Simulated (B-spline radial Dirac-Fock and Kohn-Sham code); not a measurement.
## Ho⁺ 4d3/2: cross section and angular parameters

System: Ho⁺ in the configuration 1s2 2s2 2p6 3s2 3p6 3d10 4s2 4p6 4d10 4f11 5s2 5p6 6s1; threshold 180.1 eV (orbital energy of the model). Level of theory: Dirac-Hartree-Slater photoionisation with a Latter tail; cross sections with all multipoles, angular parameters from the dipole term and its interference with E2; an atomic code on a B-spline grid.

For linearly polarised light dσ/dΩ = σ/(4π) [1 + β P₂(cos θ) + (δ + γ cos²θ) sin θ cos φ], with θ from the polarisation vector and φ the angle between the beam and the projection of the electron momentum on the plane normal to the polarisation.

```tsv
hν (eV)	σ (kb)	β	γ	δ
197	476	0.122	0.022	-0.002
300	170	-0.962	-0.311	0.170
316	191	-0.846	-0.228	0.162
369	249	-0.347	-0.005	0.120
392	265	-0.165	0.056	0.103
408	272	-0.055	0.088	0.092
709	223	0.876	0.071	0.006
751	?	?	?	?
940	154	1.107	-0.016	0.003
1000	139	1.146	-0.028	0.004
1486.9	67.1	1.311	-0.015	0.017
2010	34.6	1.364	0.102	0.031
2050	33.0	1.366	0.112	0.032
2310	24.8	1.371	0.184	0.038
2330	24.3	1.372	0.189	0.038
2430	21.9	1.372	0.217	0.040
4000	5.79	1.317	0.637	0.074
4770	3.48	1.277	0.812	0.090
5100	2.86	1.259	0.881	0.097
6000	1.75	1.212	1.052	0.116
7520	0.857	1.138	1.295	0.149
9251.7	0.435	1.062	1.516	0.187
11300	0.221	0.984	1.722	0.232
13900	0.108	0.900	1.927	0.288
15000	0.0822	0.868	1.999	0.312
```

Q: Give the values at 751 eV.

A: σ = 209 kb, β = 0.932, γ = 0.051, δ = 0.004.

Values without a named source are computed, but for edge energies of neutral atoms, which are taken from tables.
